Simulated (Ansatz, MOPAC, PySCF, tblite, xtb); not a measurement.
Potential energy surface of H2Mg, singlet: map of symmetric stretch and bend. Scanned: Mg-H bond length and H-Mg-H angle.

Levels: GFN2-xTB, 300 K electronic temperature (tblite); RHF/def2-SVP (PySCF); FCI/aug-cc-pVDZ = full CI/aug-cc-pVDZ, frozen core (Ansatz, a program for electronic structure); RHF/aug-cc-pVDZ (Ansatz); MP2/aug-cc-pVDZ = MP2 on RHF/aug-cc-pVDZ, frozen core (Ansatz); CCSD/aug-cc-pVDZ = CCSD on RHF/aug-cc-pVDZ, frozen core in Ansatz; CCSD(T)/aug-cc-pVDZ = CCSD(T) on RHF/aug-cc-pVDZ, frozen core (Ansatz); CCSDT/aug-cc-pVDZ = CCSDT on RHF/aug-cc-pVDZ, frozen core run with Ansatz; CCSDT(Q)/aug-cc-pVDZ = CCSDT(Q) on RHF/aug-cc-pVDZ, frozen core run with Ansatz; RKS-CAM-B3LYP/aug-cc-pVDZ = restricted CAM-B3LYP/aug-cc-pVDZ run with Ansatz; RKS-PBE0/aug-cc-pVDZ = restricted PBE0/aug-cc-pVDZ (Ansatz); RKS-PBE/aug-cc-pVDZ = Ansatz with restricted PBE/aug-cc-pVDZ; PM3, restricted, heats of formation (MOPAC); PM7, restricted, heats of formation (MOPAC); GFN1-xTB (xtb); RKS-B3LYP/6-31G* = restricted B3LYP/6-31G*, spherical d in PySCF 2.14.0; RMP2/6-31G* = restricted MP2 (frozen core)/6-31G*, spherical d run with PySCF; RKS-B3LYP/LANL2DZ = restricted B3LYP/LANL2DZ, with its core potentials past Ne (PySCF); RKS-B3LYP/6-311+G** = PySCF with restricted B3LYP/6-311+G**, spherical d.

Energies in eV at chosen points (x: Mg-H bond length (Å); y: H-Mg-H angle (°)), relative to x = 1.69, y = 180:

```csv
method,"(2.05, 82.18)","(2.31, 129.29)","(1.60, 167.60)","(2.31, 119.60)","(2.23, 159.78)","(2.23, 100.35)","(1.79, 88.36)"
GFN2-xTB,1.690,1.388,-0.008,1.482,1.038,1.575,1.086
RHF,2.574,2.329,0.154,2.486,1.654,2.579,1.751
FCI/aug-cc-pVDZ,2.151,1.943,0.162,2.066,1.398,2.137,1.509
RHF/aug-cc-pVDZ,2.528,2.298,0.157,2.453,1.633,2.538,1.708
MP2/aug-cc-pVDZ,2.351,2.164,0.155,2.304,1.550,2.373,1.597
CCSD/aug-cc-pVDZ,2.183,1.974,0.161,2.101,1.417,2.173,1.523
CCSD(T)/aug-cc-pVDZ,2.161,1.954,0.162,2.078,1.405,2.149,1.513
CCSDT/aug-cc-pVDZ,2.151,1.944,0.162,2.066,1.399,2.137,1.508
CCSDT(Q)/aug-cc-pVDZ,2.150,1.943,0.162,2.065,1.398,2.136,1.508
RKS-CAM-B3LYP/aug-cc-pVDZ,2.378,2.216,0.126,2.351,1.605,2.408,1.599
RKS-PBE0/aug-cc-pVDZ,2.228,2.050,0.148,2.177,1.477,2.236,1.521
RKS-PBE/aug-cc-pVDZ,2.052,1.848,0.158,1.963,1.328,2.022,1.436
PM3,2.272,2.749,0.131,2.845,2.219,2.764,0.990
PM7,2.815,3.860,0.205,3.939,3.065,3.582,1.551
GFN1-xTB,2.180,1.972,-0.069,2.075,1.532,2.140,1.434
RKS-B3LYP/6-31G*,2.267,2.068,0.158,2.197,1.489,2.261,1.557
RMP2/6-31G*,2.354,2.141,0.182,2.286,1.509,2.362,1.614
RKS-B3LYP/LANL2DZ,2.322,2.118,0.161,2.255,1.507,2.324,1.599
RKS-B3LYP/6-311+G**,2.278,2.095,0.141,2.220,1.528,2.277,1.557
```
